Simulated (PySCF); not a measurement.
CH₃FO₂Si₂, SMILES O=C1O[Si@H](F)[SiH2]1. Atoms are numbered in the order given.

```xyz
9

O     -1.5156     2.0203     0.1970
C     -0.8557     1.0339     0.1888
O      0.5141     1.0454     0.3692
Si     1.0553    -0.5708     0.2229
F      1.9439    -0.7315    -1.1198
Si    -1.2301    -0.8917     0.0052
H      1.9199    -0.9362     1.3668
H     -2.0056    -1.4339     1.1562
H     -1.8159    -1.3014    -1.3007
```

Geometry optimised at PBE0-D3(BJ)/def2-SVP. The structure was generated by enumeration; whether it is a known compound was not checked.

All values below come from PySCF with SMD-PBE0/6-31G*.

Solvation free energies are E(SMD) − E(gas) at the gas-phase geometry, for 1 M in both phases. In vacuum the dipole moment is 3.80 D.

```tsv
solvent	ΔG(solv) (kcal/mol)	its non-electrostatic (CDS) part	dipole (D)
water	-2.6	4.7	5.14
acetone	-5.3	-0.6	4.66
acetonitrile	[?]	[?]	[?]
```

Q: Fill in the missing entries. (An estimate is asked for; the answer gives what the named calculation found.)

A: 
- acetonitrile, ΔG(solv) (kcal/mol): -4.7
- acetonitrile, its non-electrostatic (CDS) part: 0.4
- acetonitrile, dipole (D): 4.71
